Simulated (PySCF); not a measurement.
A small calculation by hand: oscillator strength and radiative lifetime

C4H11As, SMILES CC(C)(C)[AsH2].

Geometry optimised at PBE0-D3(BJ)/def2-SVP.

TDA-PBE0/def2-SVPD (PySCF 2.14.0) puts the first singlet state with f over 0.02 at 6.10 eV (vertical), with the transition dipole (0.200, -0.535, 0.000) in atomic units.

### Question
Find the oscillator strength, the wavelength and the radiative lifetime that this transition would have in vacuum if emission retraced absorption.

### Answer

|μ|² = 0.3262 au, so |μ| = 1.45 D. ΔE = 6.10/27.211 = 0.2242 hartree. f = (2/3) ΔE |μ|² = 0.049 (the program prints 0.049).
λ = 1239.84/6.10 = 203 nm; ν = 49200 cm⁻¹.
Einstein's coefficient A = 0.6670 ν² f s⁻¹ (ν in cm⁻¹) = 7.9e7 s⁻¹, so τ = 1/A = 13 ns. This state is S1. The figure is the radiative limit of this one transition; relaxation, internal conversion, crossing to triplets and a medium change what is measured.
